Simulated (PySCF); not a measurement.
PySCF input (PBE/aug-pcseg-2):

```python
import numpy as np, basis_set_exchange as bse
from pyscf import gto, scf, dft, df

basis = {'C': gto.basis.parse(bse.get_basis('aug-pcseg-2', elements=['C'], fmt='nwchem')), 'F': gto.basis.parse(bse.get_basis('aug-pcseg-2', elements=['F'], fmt='nwchem'))}
mol = gto.M(
    atom='''
    F    -1.02012856   -0.25279695    0.03047619
    C    -0.03126398    0.59606588    0.00107136
    F     1.04097121   -0.14458031   -0.03119043
    ''',
    basis=basis,
    charge=0,
    verbose=4,
    max_memory=1839,
)
mf = dft.RKS(mol, xc='pbe')
mf.grids.level = 3
mf = mf.density_fit(auxbasis=df.autoaux(mol))
mf.conv_tol = 1e-9
mf.max_cycle = 100
print('smallest overlap eigenvalue', np.linalg.eigvalsh(mol.intor('int1e_ovlp'))[0])
mf.kernel()
dip = mf.dip_moment()
```

Output:

```
PySCF version 2.14.0

[INPUT] verbose = 4
[INPUT] num. atoms = 3
[INPUT] num. electrons = 24
[INPUT] charge = 0
[INPUT] spin (= nelec alpha-beta = 2S) = 0
[INPUT] symmetry False subgroup None
[INPUT] Mole.unit = angstrom
[INPUT] Symbol           X                Y                Z      unit          X                Y                Z       unit  Magmom
[INPUT]  1 F     -1.020128560000  -0.252796950000   0.030476190000 AA   -1.927763590247  -0.477717000625   0.057591652420 Bohr   0.0
[INPUT]  2 C     -0.031263980000   0.596065880000   0.001071360000 AA   -0.059080359764   1.126401265398   0.002024576981 Bohr   0.0
[INPUT]  3 F      1.040971210000  -0.144580310000  -0.031190430000 AA    1.967150490457  -0.273217188905  -0.058941370407 Bohr   0.0

nuclear repulsion = 64.6006134041705
number of shells = 42
number of NR pGTOs = 186
number of NR cGTOs = 138
basis = {'C': [[0, [7319.99, 0.000695369], [1098.18, 0.00537138], [250.014, 0.0274734], [70.7586, 0.105078], [22.8595, 0.291262], [8.03936, 0.5], [2.89309, 0.362224]], [0, [5.2164, -0.0957844], [0.556124, 0.5]], [0, [0.228813, 1.0]], [0, [0.0936338, 1.0]], [0, [0.035418, 1.0]], [1, [33.9855, 0.00818395], [7.72957, 0.0586921], [2.24954, 0.222514], [0.767681, 0.5]], [1, [0.263283, 1.0]], [1, [0.0848744, 1.0]], [1, [0.025704, 1.0]], [2, [1.4, 1.0]], [2, [0.45, 1.0]], [2, [0.077111, 1.0]], [3, [0.95, 1.0]], [3, [0.10281, 1.0]]], 'F': [[0, [17450.7, 0.000655972], [2617.68, 0.00506944], [595.857, 0.0259899], [168.651, 0.100353], [54.6654, 0.284095], [19.3717, 0.5], [7.06202, 0.370721]], [0, [13.1197, -0.101997], [1.45046, 0.5]], [0, [0.588255, 1.0]], [0, [0.22796, 1.0]], [0, [0.081985, 1.0]], [1, [77.9407, 0.00931135], [18.0425, 0.0663964], [5.42342, 0.246386], [1.84876, 0.5]], [1, [0.617455, 1.0]], [1, [0.185496, 1.0]], [1, [0.052568, 1.0]], [2, [2.8, 1.0]], [2, [0.8, 1.0]], [2, [0.1577, 1.0]], [3, [1.2, 1.0]], [3, [0.21027, 1.0]]]}
ecp = {}
ETB for F: l = 0, exps = 0.105136 * 1.8^n , n = 0..16
ETB for F: l = 1, exps = 0.105136 * 1.8^n , n = 0..13
ETB for F: l = 2, exps = 0.105136 * 1.8^n , n = 0..12
ETB for F: l = 3, exps = 0.210268 * 2.2^n , n = 0..6
ETB for F: l = 4, exps = 0.262838 * 2.2^n , n = 0..4
ETB for C: l = 0, exps = 0.051408 * 1.8^n , n = 0..16
ETB for C: l = 1, exps = 0.051408 * 1.8^n , n = 0..13
ETB for C: l = 2, exps = 0.051408 * 1.8^n , n = 0..12
ETB for C: l = 3, exps = 0.102815 * 2.2^n , n = 0..6
ETB for C: l = 4, exps = 0.128514 * 2.2^n , n = 0..4
smallest overlap eigenvalue 0.00031727780175534265

******** <class 'pyscf.df.df_jk.DFRKS'> ********
method = DFRKS
initial guess = minao
damping factor = 0
level_shift factor = 0
DIIS = <class 'pyscf.scf.diis.CDIIS'>
diis_start_cycle = 1
diis_space = 8
diis_damp = 0
SCF conv_tol = 1e-09
SCF conv_tol_grad = None
SCF max_cycles = 100
direct_scf = False
XC library pyscf.dft.libxc version 7.1.2
    S. Lehtola, C. Steigemann, M. J. T. Oliveira, and M. A. L. Marques,  SoftwareX 7, 1–5 (2018)
XC functionals = pbe
    J. P. Perdew, K. Burke, and M. Ernzerhof,  Phys. Rev. Lett. 77, 3865 (1996)
    J. P. Perdew, K. Burke, and M. Ernzerhof,  Phys. Rev. Lett. 78, 1396 (1997)
    J. P. Perdew, K. Burke, and M. Ernzerhof,  Phys. Rev. Lett. 77, 3865 (1996)
    J. P. Perdew, K. Burke, and M. Ernzerhof,  Phys. Rev. Lett. 78, 1396 (1997)
radial grids:
    Treutler-Ahlrichs [JCP 102, 346 (1995); DOI:10.1063/1.469408] (M4) radial grids

becke partition: Becke, JCP 88, 2547 (1988); DOI:10.1063/1.454033
pruning grids: <function nwchem_prune>
grids dens level: 3
symmetrized grids: False
atomic radii adjust function: <function treutler_atomic_radii_adjust>
small_rho_cutoff = 0
Set gradient conv threshold to 3.16228e-05
Initial guess from minao.
tot grids = 42648
init E= -237.911179119226
  HOMO = -0.265550106662893  LUMO = -0.0998256433583862  gap/eV = 4.50959
cycle= 1 E= -237.520152002709  delta_E= 0.391  |g|= 0.584  |ddm|= 1.41
  HOMO = -0.282533378762167  LUMO = -0.161768144854893  gap/eV = 3.28619
cycle= 2 E= -237.284574088764  delta_E= 0.236  |g|= 1.35  |ddm|= 0.982
  HOMO = -0.26055862006916  LUMO = -0.134665760214801  gap/eV = 3.42572
cycle= 3 E= -237.573519497472  delta_E= -0.289  |g|= 0.0774  |ddm|= 0.662
  HOMO = -0.266817870157855  LUMO = -0.134042228889689  gap/eV = 3.61301
cycle= 4 E= -237.574735966886  delta_E= -0.00122  |g|= 0.0132  |ddm|= 0.0726
  HOMO = -0.267606714418134  LUMO = -0.135183164470366  gap/eV = 3.60343
cycle= 5 E= -237.574755930708  delta_E= -2e-05  |g|= 0.00399  |ddm|= 0.00657
  HOMO = -0.266757547343952  LUMO = -0.134457099914641  gap/eV = 3.60008
cycle= 6 E= -237.574759737063  delta_E= -3.81e-06  |g|= 0.000735  |ddm|= 0.00415
  HOMO = -0.266852574083122  LUMO = -0.134566446830149  gap/eV = 3.59969
cycle= 7 E= -237.574759823184  delta_E= -8.61e-08  |g|= 7.85e-05  |ddm|= 0.000587
  HOMO = -0.266855042976347  LUMO = -0.134566067951107  gap/eV = 3.59977
cycle= 8 E= -237.574759823212  delta_E= -2.82e-11  |g|= 7.73e-05  |ddm|= 7.38e-05
  HOMO = -0.266854883624402  LUMO = -0.134565515593385  gap/eV = 3.59978
cycle= 9 E= -237.574759824152  delta_E= -9.4e-10  |g|= 8.71e-06  |ddm|= 3.95e-05
  HOMO = -0.266854256501945  LUMO = -0.134564513388044  gap/eV = 3.59979
Extra cycle  E= -237.5747598241  delta_E= 5.15e-11  |g|= 2e-05  |ddm|= 1.41e-05
converged SCF energy = -237.5747598241
Dipole moment(X, Y, Z, Debye):  0.03857, -0.73455, -0.00133
```
